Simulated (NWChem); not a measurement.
Molecule: BSiH$_{4}$OCl; SMILES ClB(O)[SiH3]

```xyz
8

B      0.4388    -0.0998     0.0055
Cl    -0.6035    -1.5443     0.0705
O      1.7702    -0.2570    -0.0388
H      2.0477    -1.1836    -0.0305
Si    -0.4174     1.7376     0.0006
H      0.5983     2.8329    -0.0569
H     -1.2432     1.9108     1.2367
H     -1.3298     1.8643    -1.1791
```
Atoms are numbered in this order, from 1.

Level: PBE0/def2-SVP (NWChem), optimised geometry, unscaled harmonic frequencies. 

**Question.** List the harmonic frequencies with IR intensities, and the thermochemistry.

**Answer.** 
| frequency (cm⁻¹) | IR intensity (km/mol) |
|---|---|
| 65 | 0.1 |
| 159 | 0.5 |
| 319 | 17.9 |
| 322 | 0.6 |
| 486 | 22.2 |
| 572 | 27.0 |
| 615 | 29.1 |
| 656 | 130.5 |
| 814 | 216.6 |
| 897 | 66.3 |
| 934 | 33.6 |
| 938 | 37.1 |
| 1110 | 242.3 |
| 1389 | 197.7 |
| 2223 | 43.1 |
| 2226 | 90.6 |
| 2236 | 105.4 |
| 3838 | 79.3 |

```json
{
 "zero_point_energy": "28.3 kcal/mol",
 "thermal correction to the enthalpy at 298.15 K (with zero-point energy)": "32.7 kcal/mol",
 "heat capacity Cv": "19.8 cal/(mol K)",
 "entropy at 298.15 K and 1 atm (symmetry number 1)": "78.3 cal/(mol K)",
 "dipole_moment": "1.65 D"
}
```

Rigid rotor and harmonic oscillator; modes under 100 cm⁻¹ make the entropy uncertain.
